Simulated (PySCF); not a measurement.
C2H9FSi2, SMILES CC[SiH2][SiH2]F.

The structure is a stationary point at PBE0-D3(BJ)/def2-SVP. The structure was generated by enumeration, and PubChem lists no compound with its InChIKey, so it may never have been made. Other conformers were not sampled.

Two levels are set side by side: TDDFT-PBE/def2-SVPD (PySCF) and TDDFT-ωB97X/def2-SVPD (PySCF). Vertical, same geometry. The lowest singlet is HOMO→LUMO 97 % with PBE and HOMO→LUMO 91 % with the other functional; states are paired by order. Differences are taken from unrounded values.

```tsv
quantity	TDDFT-ωB97X	TDDFT-PBE	TDDFT-PBE minus TDDFT-ωB97X
lowest singlet excitation (eV)	6.44	5.73	-0.72
lowest triplet excitation (TDA) (eV)	5.73	5.12	-0.60
first bright state (f over 0.05) (eV)	8.15	7.14	-1.01
its oscillator strength	0.05	0.17	0.11
```

A lower first singlet is the usual sign of a functional without exact exchange. Differences between two approximate levels are no errors against the true value.

Rough cost on one machine, each run with all the roots and properties that it gave: TDDFT-ωB97X against TDDFT-PBE about 8 times.
